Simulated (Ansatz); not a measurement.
Calculated with Ansatz (gas phase, PBE0-D4/def2-TZVP geometries, no zero-point term in ΔE). CCSD(T)/CBS adds triple-zeta CCSD(T) − MP2 to the extrapolated MP2 energy (def2 sets, frozen cores). For Br outer-core shells are correlated without core-valence functions, which leaves a few kJ/mol of doubt a bond. Scalar relativity is left out up to krypton. One conformer a species, not always the lowest.

Consider the redistribution: `CCB(O)OC` + `C[SiH](F)Br` → `COB(C)O` + `CC[SiH](F)Br`.

| species | CCSD(T)/CBS(def2) energy (Eh) |
| --- | --- |
| `CCB(O)OC` | -294.82802 |
| `C[SiH](F)Br` | -3002.78099 |
| `COB(C)O` | -255.57080 |
| `CC[SiH](F)Br` | -3042.03767 |

(1) Work out ΔE.

Largest T1 diagnostic among the species: 0.012.

Results:

(1) ΔE = (-255.57080) + (-3042.03767) − (-294.82802) − (-3002.78099) = 0.00054 Eh = +1.4 kJ/mol.
